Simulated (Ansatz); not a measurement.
Two isomers of C3H6BN: A = `BCN=C=C`, B = `BC1C=CN1`.

Program: Ansatz. Geometries: PBE0-D4/def2-TZVP. ΔE: electronic, gas phase. CBS: MP2 limit from def2 TZ/QZ plus the TZ coupled-cluster correction, frozen cores. Functionals use def2-TZVPP. B3LYP here is the variant with VWN-RPA as its local correlation; programs differ in this. One conformer a species, not always the lowest.

(1) Which isomer does CCSD(T)/CBS put lower? Give the gap. (Best estimate.)

(2) Give E(B) − E(A) in kcal/mol with B3LYP-D4, B2PLYP, PBE0-D4, ωB97M-V, r2SCAN-D4, LDA (SPW92), BLYP-D4. (Best estimate.)

(3) Does the order hold for the free energy at 298.15 K (harmonic terms from PBE0-D4)? (Estimate.)

Largest T1 diagnostic: 0.015.

Results:

(1) Ansatz gave: A, by 1.7 kcal/mol.

(2) Computed: B3LYP-D4 8.4, B2PLYP 6.4, PBE0-D4 -0.7, ωB97M-V 2.3, r2SCAN-D4 2.7, LDA (SPW92) -8.7, BLYP-D4 9.8. The order is the other way round with PBE0-D4, LDA (SPW92).

(3) Ansatz gave: Yes: G(B) − G(A) = +6.0 kcal/mol, for one conformer each. Modes under 60 cm⁻¹, often nearly free rotors, make the harmonic entropy too high.

Leaving LDA and LC-ωPBE aside and taking each functional with its dispersion term where it has one, the values, not all of them listed here, spread over 11.6 kcal/mol, from PBE-QIDH to BLYP-D4. LDA lies −9.3 kcal/mol from PBE without D4. In def2-TZVPP, CCSD(T) changes the Hartree–Fock value by −14.7 kcal/mol (the triples alone add −2.1 kcal/mol) and MP2 by −18.6 kcal/mol.
